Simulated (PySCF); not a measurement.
**Simulated absorption spectrum**

Species: C7H5NOS.
SMILES: `c1csc(-c2cnoc2)c1`

Computed with TDDFT CAM-B3LYP/def2-SVPD, vertical, gas phase, core orbitals frozen in the response in PySCF. One conformer (not necessarily the lowest) at the PBE0-D3(BJ)/def2-SVP geometry, without solvent, vibrations or thermal averaging. Torsions of this conformer, `[cH:1]1[cH:2][s:3][c:4](-[c:5]2[cH:6][n:7][o:8][cH:9]2)[cH:10]1`: S3–C4–C5–C6 -179°.

Computed states:

| state | E (eV) | f |
| --- | --- | --- |
| S1 | 4.73 | 0.270 |
| S2 | 5.53 | 0.081 |
| S3 | 5.69 | 0.033 |
| S4 | 5.85 | 0.0003 |
| S5 | 6.27 | 0.0024 |
| S6 | 6.43 | 0.0002 |

Broadening: Gaussians 0.4 eV wide at half height, area fixed by f = 4.319×10⁻⁹ ∫ε dν̃. The width is an assumption, not a result. The curve ends short of the highest state used, and states not computed would add to its high-energy end.

(1) Give the broadened spectrum and its maxima.

(2) Coming from long wavelengths, where does ε first pass 100 L mol⁻¹ cm⁻¹?

(3) On this curve, what absorbance would a 10⁻⁴ mol/L sample give at 280 nm over a 1 cm path?

Answers

(1) 
E (eV), ε (L mol⁻¹ cm⁻¹) and a bar:
```
     4.13         34 
     4.17         77 
     4.21        162 
     4.25        326 
     4.29        618 #
     4.33       1109 ##
     4.37       1883 ###
     4.41       3024 #####
     4.45       4595 ########
     4.49       6606 ###########
     4.53       8984 ###############
     4.57      11559 ###################
     4.60      13465 ######################
     4.64      15722 ##########################
     4.68      17368 #############################
     4.72      18151 ##############################
     4.76      17946 ##############################
     4.80      16786 ############################
     4.84      14855 #########################
     4.88      12439 #####################
     4.92       9857 ################
     4.96       7399 ############
     5.00       5273 #########
     5.04       3593 ######
     5.08       2389 ####
     5.12       1634 ###
     5.16       1275 ##
     5.20       1255 ##
     5.24       1526 ##
     5.28       2045 ###
     5.31       2570 ####
     5.35       3408 ######
     5.39       4334 #######
     5.43       5257 #########
     5.47       6071 ##########
     5.51       6677 ###########
     5.55       7000 ############
     5.59       7001 ############
     5.63       6687 ###########
     5.67       6104 ##########
     5.71       5331 #########
     5.75       4457 #######
     5.79       3569 ######
     5.83       2739 ####
```

Maxima: 262 nm (4.73 eV), ε about 18000, made up of S1 (100%); 223 nm (5.57 eV), ε about 7000, made up of S2 (75%) and S3 (25%) (ε in L mol⁻¹ cm⁻¹; maxima over ε = 5, shares over 10%).

(2) At about 296 nm (4.18 eV), 0.55 eV below S1.

(3) 280 nm is 4.428 eV, where ε is about 3700 L mol⁻¹ cm⁻¹, so A = ε c l ≈ 0.37 (Beer–Lambert, with the gas-phase spectrum and the assumed width).

The run took 2.2 min on one thread of an Arm Neoverse N1, shared host with 64 logical CPUs at a one-minute load of 56, and the process peaked at 1.3 GiB of memory.
